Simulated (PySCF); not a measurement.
Job file and geometry (Å, from GFN2-xTB) of an NMR shielding run on SMILES C=CCO[Si@H](N)O[SiH3], C3H11NO2Si2, GIAO PBE0/pcSseg-1 NMR shielding, non-relativistic, gas phase (PySCF); density fitting, a coarse starting grid and PySCF grid level 2 are the driver's defaults:

```
$ OMP_NUM_THREADS=1 python probes_run.py task.json out

{"job": {"kind": "nmr", "xc": "PBE0", "basis": "pcSseg-1"}, "charge": 0, "multiplicity": 1}
C      2.360227    -0.201576    -0.155695
C      1.984271    -0.245906    -1.419185
C      0.590453    -0.549536    -1.886598
O     -0.327248    -0.697909    -0.848302
Si    -1.289016     0.438105    -0.214639
N     -0.454954     1.934253    -0.055740
O     -1.836442    -0.209293     1.164309
Si    -1.719259    -0.886529     2.624022
H      1.658552    -0.394334     0.638590
H      3.374354     0.016888     0.131441
H      2.684552    -0.067968    -2.224430
H      0.603564    -1.494324    -2.448284
H      0.268458     0.242724    -2.574989
H     -2.485594     0.673258    -1.009064
H      0.548164     1.943841     0.034199
H     -0.866165     2.682244     0.475300
H     -2.825259    -1.836964     2.698652
H     -1.856261     0.207837     3.589156
H     -0.422199    -1.545560     2.789750
```

Q: Write the output of this run.

A: 
```
coarse grid: 16560 points
cycle   1  E = -904.3104699574  dE =  1.016e+00  |g| = 1.027e+00  |ddm| = 3.926e+00
cycle   2  E = -904.0674113047  dE =  2.431e-01  |g| = 1.533e+00  |ddm| = 1.927e+00
cycle   3  E = -904.4975926091  dE = -4.302e-01  |g| = 1.374e-01  |ddm| = 1.335e+00
cycle   4  E = -904.5006582402  dE = -3.066e-03  |g| = 6.242e-02  |ddm| = 1.362e-01
cycle   5  E = -904.5014334036  dE = -7.752e-04  |g| = 1.257e-02  |ddm| = 4.868e-02
cycle   6  E = -904.5014637505  dE = -3.035e-05  |g| = 3.871e-03  |ddm| = 1.169e-02
cycle   7  E = -904.5014671631  dE = -3.413e-06  |g| = 9.840e-04  |ddm| = 3.646e-03
final grid: 149976 points
cycle   8  E = -904.5658268728  dE = -2.133e-05  |g| = 1.271e-02  |ddm| = 2.211e-02
cycle   9  E = -904.5657925617  dE =  3.431e-05  |g| = 1.872e-02  |ddm| = 1.991e-02
cycle  10  E = -904.5658568203  dE = -6.426e-05  |g| = 1.328e-03  |ddm| = 1.259e-02
cycle  11  E = -904.5658572185  dE = -3.982e-07  |g| = 1.759e-04  |ddm| = 1.211e-03
cycle  12  E = -904.5658572241  dE = -5.540e-09  |g| = 8.403e-05  |ddm| = 1.933e-04
cycle  13  E = -904.5658572254  dE = -1.337e-09  |g| = 3.129e-05  |ddm| = 8.083e-05
cycle  14  E = -904.5658572256  dE = -2.251e-10  |g| = 6.286e-06  |ddm| = 2.926e-05
converged SCF energy = -904.5658572256

GIAO shielding tensors (ppm)
atom      isotropic    diamagn.    paramagn.     s11        s22        s33       span
  0 C       69.058     257.762    -188.704    -46.738     73.287    180.624    227.362
  1 C       37.893     260.209    -222.315    -83.340     47.021    149.998    233.338
  2 C      120.609     241.775    -121.165     98.266    111.372    152.190     53.924
  3 O      301.411     402.737    -101.326    266.493    299.860    337.880     71.388
  4 Si     404.444     882.758    -478.314    385.800    397.710    429.822     44.022
  5 N      235.717     323.878     -88.162    210.053    228.725    268.372     58.319
  6 O      279.823     401.137    -121.314    251.167    289.854    298.447     47.281
  7 Si     398.172     880.257    -482.085    362.097    367.020    465.400    103.303
  8 H       25.780      35.914     -10.133     22.974     24.812     29.555      6.580
  9 H       26.138      29.719      -3.581     23.831     25.608     28.976      5.145
 10 H       25.409      29.836      -4.428     23.854     25.444     26.928      3.074
 11 H       27.019      28.324      -1.304     21.743     26.026     33.290     11.547
 12 H       27.134      29.906      -2.772     22.573     26.201     32.628     10.055
 13 H       27.188      30.134      -2.945     23.415     24.636     33.515     10.100
 14 H       30.726      36.182      -5.456     23.001     28.370     40.806     17.805
 15 H       31.129      32.013      -0.884     24.520     26.599     42.268     17.748
 16 H       26.585      28.550      -1.965     22.957     24.717     32.083      9.126
 17 H       26.530      29.233      -2.703     22.961     24.883     31.746      8.785
 18 H       26.378      30.867      -4.489     22.538     25.759     30.838      8.300
```

Q: Turn these shieldings into chemical shifts. Referencing at the same level of theory: 13C (186.93 ppm) and 29Si (349.16 ppm) and 1H (31.72 ppm) vs TMS; 17O (336.08 ppm) vs H2O; 15N (267.73 ppm) vs NH3.

A: Averaging equivalent atoms: C 1: 149.0; C 0: 117.9; C 2: 66.3; O 6: 56.3; O 3: 34.7; Si 7: -49.0; Si 4: -55.3; N 5: 32.0; H 10: 6.31; H 8: 5.94; H 9: 5.58; H 16/17/18: 5.22; H 11: 4.70; H 12: 4.58; H 13: 4.53; H 14/15: 0.79 ppm. Experimental scales use liquid or dissolved standards, which lie at an offset from isolated NH3 (liquid NH3: subtract about 20 ppm) and H2O (liquid H2O: subtract about 36 ppm).

Size and cost of the density-fitted run: 205 basis functions, 83 s wall time on 1 thread of an Arm Neoverse N1, shared host; peak memory 0.94 GiB.
